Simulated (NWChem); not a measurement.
System: CH4OSi; SMILES C(=O)[SiH3]

The following NWChem deck was run.

```
start job
memory heap 200 mb stack 900 mb global 1100 mb
geometry units angstroms
  O      1.501978    -0.726914    -0.044254
  C      0.827418     0.270727    -0.047039
  Si    -1.093139     0.229261     0.042331
  H      1.333803     1.260171    -0.103733
  H     -1.457365    -0.436345     1.289031
  H     -1.567657    -0.517555    -1.118258
  H     -1.550311     1.618110     0.016448
end
basis spherical
  * library def2-svp
end
dft
  xc b3lyp
  iterations 150
end
driver
  maxiter 150
  linopt 0
end
task dft optimize
```

NWChem printed, in part:

```
             Northwest Computational Chemistry Package (NWChem) 7.3.0
             --------------------------------------------------------

 CS  symmetry detected

                             Geometry "geometry" -> ""
                             -------------------------

 Output coordinates in angstroms (scale by  1.889725989 to convert to a.u.)

  No.       Tag          Charge          X              Y              Z
 ---- ---------------- ---------- -------------- -------------- --------------
    1 O                    8.0000    -0.31822577    -1.69651919     0.00000000
    2 C                    6.0000     0.46552818    -0.78215807     0.00000000
    3 Si                  14.0000    -0.08443861     1.06060674     0.00000000
    4 H                    1.0000     1.55493956    -1.00980307     0.00000000
    5 H                    1.0000    -0.87738280     1.27901034     1.20559111
    6 H                    1.0000    -0.87738280     1.27901034    -1.20559111
    7 H                    1.0000     1.13460363     1.86838995     0.00000000

 Effective nuclear repulsion energy (a.u.)      96.9384306370

      Symmetry information
      --------------------

 Group name             Cs
 Group number              2
 Group order               2
 No. of unique centers     6

                                Z-matrix (autoz)
                                --------

 Units are Angstrom for bonds and degrees for angles

[...]

      ----------------------
      Optimization converged
      ----------------------

  Step       Energy      Delta E   Gmax     Grms     Xrms     Xmax
  ---- ---------------- -------- -------- -------- -------- --------
@    7    -405.03212402 -9.9D-08  0.00007  0.00002  0.00036  0.00100
                                     ok       ok       ok       ok

                                Z-matrix (autoz)
                                --------

 Units are Angstrom for bonds and degrees for angles

      Type          Name      I     J     K     L     M      Value     Gradient
      ----------- --------  ----- ----- ----- ----- ----- ---------- ----------
    1 Stretch                  1     2                       1.20900   -0.00000
    2 Stretch                  2     3                       1.94336    0.00007
    3 Stretch                  2     4                       1.12838   -0.00001
    4 Stretch                  3     5                       1.48926   -0.00001
    5 Stretch                  3     6                       1.48926   -0.00001
    6 Stretch                  3     7                       1.49178   -0.00001
    7 Bend                     1     2     3               120.36819    0.00000
    8 Bend                     1     2     4               119.98302    0.00000
    9 Bend                     2     3     5               108.03240   -0.00000
   10 Bend                     2     3     6               108.03240   -0.00000
   11 Bend                     2     3     7               110.73682    0.00000
   12 Bend                     3     2     4               119.64878   -0.00000
   13 Bend                     5     3     6               109.72924   -0.00000
   14 Bend                     5     3     7               110.12878    0.00000
   15 Bend                     6     3     7               110.12878    0.00000
   16 Torsion                  1     2     3     5          59.32087   -0.00000
   17 Torsion                  1     2     3     6         -59.32087    0.00000
   18 Torsion                  1     2     3     7         180.00000   -0.00000
   19 Torsion                  4     2     3     5        -120.67913   -0.00000
   20 Torsion                  4     2     3     6         120.67913    0.00000
   21 Torsion                  4     2     3     7           0.00000   -0.00000

                         Geometry "geometry" -> "geometry"
                         ---------------------------------

 Output coordinates in angstroms (scale by  1.889725989 to convert to a.u.)

  No.       Tag          Charge          X              Y              Z
 ---- ---------------- ---------- -------------- -------------- --------------
    1 O                    8.0000    -0.34421869    -1.69488937     0.00000000
    2 C                    6.0000     0.48340047    -0.81356736     0.00000000
    3 Si                  14.0000    -0.06632301     1.05042318     0.00000000
    4 H                    1.0000     1.58188793    -1.07156058     0.00000000
    5 H                    1.0000    -0.88976259     1.28821586     1.21791214
    6 H                    1.0000    -0.88976259     1.28821586    -1.21791214
    7 H                    1.0000     1.12241988     1.95169945     0.00000000

 Effective nuclear repulsion energy (a.u.)      96.1167117759

      Symmetry information
      --------------------

 Group name             Cs
 Group number              2
 Group order               2
 No. of unique centers     6

[...]
```

Level: B3LYP/def2-SVP. B3LYP is NWChem's, with the RPA form of VWN correlation.
